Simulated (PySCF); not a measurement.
**How the functional moves excitation energies**

Compound: H₇N₂PSi.
Z-matrix (Å and degrees, PBE0-D3(BJ)/def2-SVP geometry), rows numbered from 1:
```
N 
Si  1  1.7266
N   2  1.7242  1  106.61
P   2  2.2769  1  120.59  3  -116.89
H   1  1.0143  2  119.75  3    57.29
H   1  1.0138  2  118.97  3  -160.01
H   2  1.5010  1  103.90  3   126.35
H   3  1.0134  2  120.00  1  -162.13
H   3  1.0143  2  119.69  1    52.87
H   4  1.4283  2   93.43  1   -56.30
H   4  1.4291  2   94.21  1    37.91
```

Linear-response calculations in the def2-SVPD basis (PySCF; singlets by full response, triplets Tamm–Dancoff, core orbitals frozen in the response; HF means time-dependent Hartree–Fock). 'Strongest' is the level of largest summed f among the singlets computed (10 roots, of which the last may lack a degenerate partner); it can jump between rows when another state enters that window. S1 is the lowest singlet of each run and needn't be the same state throughout; f(S1) is that of one state. The structure is a single PBE0-D3(BJ)/def2-SVP conformer in the gas phase; no vibrational or solvent corrections.

| functional | kind | S1 (eV) | f(S1) | strongest (eV) | T1 (eV) | HOMO (eV) | gap (eV) | ionisation energy, ΔSCF (eV) |
| --- | --- | --- | --- | --- | --- | --- | --- | --- |
| LDA | LDA | 5.14 | 0.004 | 6.52 | 4.95 | -5.64 | 5.06 | 8.43 |
| PBE | GGA | 5.14 | 0.005 | 6.51 | 4.91 | -5.54 | 5.07 | 8.29 |
| B3LYP | global hybrid, 20% exact exchange | 5.60 | 0.006 | 6.84 | 5.27 | -6.51 | 6.51 | 8.61 |
| PBE0 | global hybrid, 25% exact exchange | 5.81 | 0.004 | 7.02 | 5.35 | -6.72 | 7.00 | 8.63 |
| BHandHLYP | global hybrid, 50% exact exchange | 6.19 | 0.006 | 7.37 | 5.57 | -7.78 | 8.62 | 8.78 |
| CAM-B3LYP | range-separated hybrid | 6.01 | 0.006 | 7.19 | 5.49 | -8.01 | 9.00 | 8.84 |
| wB97X-D | range-separated hybrid | 6.14 | 0.004 | 7.29 | 5.64 | -8.54 | 10.45 | 8.82 |
| LC-wPBE | range-separated hybrid | 6.41 | 0.006 | 7.62 | 5.60 | -9.32 | 11.43 | 9.03 |
| HF | Hartree–Fock | 6.72 | 0.013 | 7.94 | 5.52 | -9.40 | 11.84 | not settled |

S1 runs from 5.14 eV (LDA) to 6.72 eV (HF), a spread of 1.59 eV, while the orbital gap spreads over 6.8 eV. Along PBE (0%), B3LYP (20%), PBE0 (25%), BHandHLYP (50%), HF (100%) S1 rises with the share of exact exchange. −ε(HOMO) comes closest to its own ΔSCF ionisation energy with wB97X-D (-0.28 eV) and misses most with LDA (-2.79 eV). 'Not settled' means that the ion's SCF failed to converge or may have ended in another state than the lowest.

Without π bonds the low states are Rydberg-like; a valence basis with one diffuse set may place them up to an eV too high.
